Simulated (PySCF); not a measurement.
Radial density of O (oxygen, neutral)

UHF, [He] 2s2 2p4, high-spin 3P determinant. Calculation: PySCF 2.14, in cc-pVTZ-DK; the spin-free X2C one-electron Hamiltonian (Gaussian nucleus).

| r (bohr) | 4πr²ρ (e/bohr) | 4πr²(ρα − ρβ) |
| --- | --- | --- |
| 0.00366 | 0.05201 | 0.0000 |
| 0.00615 | 0.1406 | 0.0000 |
| 0.0103 | 0.3652 | 0.0000 |
| 0.0174 | 0.9146 | 0.0001 |
| 0.0293 | 2.127 | 0.0005 |
| 0.0493 | 4.369 | 0.0027 |
| 0.0828 | 7.253 | 0.0139 |
| 0.139 | 8.518 | 0.0672 |
| 0.234 | 5.894 | 0.2657 |
| 0.394 | 3.148 | 0.8189 |
| 0.663 | 4.324 | 1.5238 |
| 1.12 | 4.175 | 1.3581 |
| 1.88 | 1.446 | 0.4341 |
| 3.16 | 0.1443 | 0.0379 |
| 5.31 | 0.0003835 | 0.0001 |

Densities and radii are taken from the X2C orbitals without a picture-change correction, which distorts them close to the nucleus.
